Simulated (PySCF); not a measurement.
# Orbital picture of CaBi⁻

PBE0 at R = 3.007 Å; Ca def2-SVPD, Bi def2-SVPD with ECP60; scalar-relativistic core potentials (PySCF 2.14). State: ³Π (triplet), unpaired electrons σ ↑, π ↑. Only the outer orbitals are listed, counted within each symmetry, core potentials removing the inner ones.

```json
{"spin": "α", "orbital": "9σ", "occ.": "1", "ε (eV)": "-10.63", "on Ca (%)": "4", "main shells (%)": "96 Bi s"}
{"spin": "α", "orbital": "10σ", "occ.": "1", "ε (eV)": "-1.62", "on Ca (%)": "47", "main shells (%)": "53 Bi p, 43 Ca s"}
{"spin": "α", "orbital": "5π", "occ.": "1", "ε (eV)": "-1.11", "on Ca (%)": "14", "main shells (%)": "86 Bi p"}
{"spin": "α", "orbital": "5π", "occ.": "1", "ε (eV)": "-0.39", "on Ca (%)": "20", "main shells (%)": "80 Bi p, 12 Ca p"}
{"spin": "α", "orbital": "11σ", "occ.": "1", "ε (eV)": "-0.19", "on Ca (%)": "75", "main shells (%)": "36 Ca p, 36 Ca s, 18 Bi p"}
{"spin": "α", "orbital": "6π", "occ.": "0", "ε (eV)": "2.15", "on Ca (%)": "97", "main shells (%)": "83 Ca p, 14 Ca d"}
{"spin": "α", "orbital": "6π", "occ.": "0", "ε (eV)": "2.28", "on Ca (%)": "96", "main shells (%)": "78 Ca p, 18 Ca d"}
{"spin": "β", "orbital": "9σ", "occ.": "1", "ε (eV)": "-9.57", "on Ca (%)": "5", "main shells (%)": "95 Bi s"}
{"spin": "β", "orbital": "10σ", "occ.": "1", "ε (eV)": "-0.82", "on Ca (%)": "66", "main shells (%)": "64 Ca s, 36 Bi p"}
{"spin": "β", "orbital": "5π", "occ.": "1", "ε (eV)": "-0.01", "on Ca (%)": "28", "main shells (%)": "72 Bi p, 18 Ca p, 10 Ca d"}
{"spin": "β", "orbital": "11σ", "occ.": "0", "ε (eV)": "1.49", "on Ca (%)": "67", "main shells (%)": "31 Ca p, 30 Ca s, 23 Bi p"}
{"spin": "β", "orbital": "5π", "occ.": "0", "ε (eV)": "1.52", "on Ca (%)": "42", "main shells (%)": "59 Bi p, 33 Ca p, 9 Ca d"}
```

Question: Which are the highest filled and the lowest empty level, where do they sit, and how wide is the gap?

Answer: Highest filled β 5π at -0.01 eV (in %: 72 Bi p, 18 Ca p, 10 Ca d); lowest empty β 11σ at 1.49 eV (in %: 31 Ca p, 30 Ca s, 23 Bi p); the gap at PBE0 is 1.50 eV. An empty level above zero is unbound, and its energy depends on the basis.

```
bond order (Mayer)                                                                                                 : 1.93
⟨S²⟩                                                                                                               : 2.021
charge on Ca (Mulliken, basis-dependent)                                                                           : -0.59
charge on Ca (Löwdin, basis-dependent)                                                                             : -0.52
dipole moment (positive dipole points towards Bi; it is taken about the centre of mass and depends on that origin) : 4.28 D
polarisability along the bond                                                                                      : 424.2 bohr³
polarisability across the bond                                                                                     : 305.3 bohr³
```

Spin–orbit coupling is left out, which matters for elements this heavy, above all for dissociation energies. The state was picked by a PBE0 search and need not be the measured ground state.
